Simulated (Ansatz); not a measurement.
Consider the formal exchange of groups at the Se–C bond: `C=C([SiH3])[SeH]` + `CC[SiH3]` → `CC[SiH2][SeH]` + `C=C[SiH3]`.

Isolated molecules relaxed with PBE0-D4/def2-TZVP in Ansatz; ΔE leaves out vibrations. CCSD(T)/CBS is the MP2 limit (def2-TZVPP, def2-QZVPP) plus CCSD(T) − MP2 in def2-TZVPP, frozen cores. DFT in def2-TZVPP. B3LYP here is the variant with VWN-RPA as its local correlation; programs differ in this. For Se outer-core shells are correlated without core-valence functions, which leaves a few kJ/mol of doubt a bond. Scalar relativity is left out up to krypton. One conformer a species, not always the lowest.

`C=C([SiH3])[SeH]`:

Z-matrix (Å, degrees):
```
Si
C 1 1.863
H 1 1.487 2 109.4
H 1 1.486 2 110.2 3 -118.8
H 1 1.486 2 109.1 3 120.2
Se 2 1.908 1 117.4 3 56.8
C 2 1.332 1 122.7 3 -127.1
H 6 1.469 2 95.4 1 -22.5
H 7 1.085 2 120.4 1 0.5
H 7 1.087 2 123.1 1 -179.3
```

`CC[SiH3]`:

Cartesian coordinates in Å:
```
C -1.331 -0.449 0.212
C 0.091 -0.166 0.688
Si 1.200 0.534 -0.654
H -1.951 -0.856 1.015
H -1.340 -1.173 -0.608
H -1.819 0.459 -0.151
H 0.556 -1.081 1.071
H 0.081 0.541 1.525
H 0.644 1.816 -1.170
H 1.298 -0.418 -1.795
H 2.571 0.791 -0.134
```

`CC[SiH2][SeH]`:

Cartesian coordinates in Å:
```
C 0.544 -1.412 0.495
C 0.875 0.028 0.119
Si -0.597 1.185 0.145
Se -2.262 0.528 -1.278
H 0.134 -1.474 1.506
H 1.432 -2.047 0.459
H -0.198 -1.835 -0.185
H 1.622 0.448 0.803
H 1.321 0.074 -0.881
H -1.261 1.173 1.476
H -0.170 2.571 -0.183
H -1.440 0.761 -2.474
```

`C=C[SiH3]`:

Z-matrix (Å, degrees):
```
Si
C 1 1.859
H 1 1.488 2 110.8
H 1 1.487 2 109.0 3 -120.3
H 1 1.488 2 110.8 3 119.3
C 2 1.330 1 123.1 3 120.2
H 2 1.089 1 118.8 3 -59.8
H 6 1.087 2 122.2 1 -180.0
H 6 1.087 2 121.7 1 0.0
```

| level | ΔE (kJ/mol) | difference from CCSD(T)/CBS |
| --- | --- | --- |
| PBE-D4 | -93.4 | 6.8 |
| r2SCAN-D4 | -97.6 | 2.6 |
| PBE0-D4 | -99.8 | 0.4 |
| ωB97M-V | -100.8 | -0.6 |
| PBE | -94.6 | 5.6 |
| r2SCAN | -97.7 | 2.5 |
| B3LYP | -97.5 | 2.7 |
| HF/CBS(def2) | -108.2 | -8.0 |
| MP2/CBS(def2) | -99.5 | 0.7 |
| CCSD/CBS(def2) | -103.1 | -2.9 |
| CCSD(T)/CBS | -100.2 | 0 |

Largest T1 diagnostic among the species: 0.011.

From PBE to PBE0 (25 % exact exchange), in def2-TZVPP and without D4, ΔE moves by −6.0 kJ/mol. In def2-TZVPP, CCSD(T) changes the Hartree–Fock value by +14.2 kJ/mol (the triples alone add +2.9 kJ/mol) and MP2 by +14.8 kJ/mol.
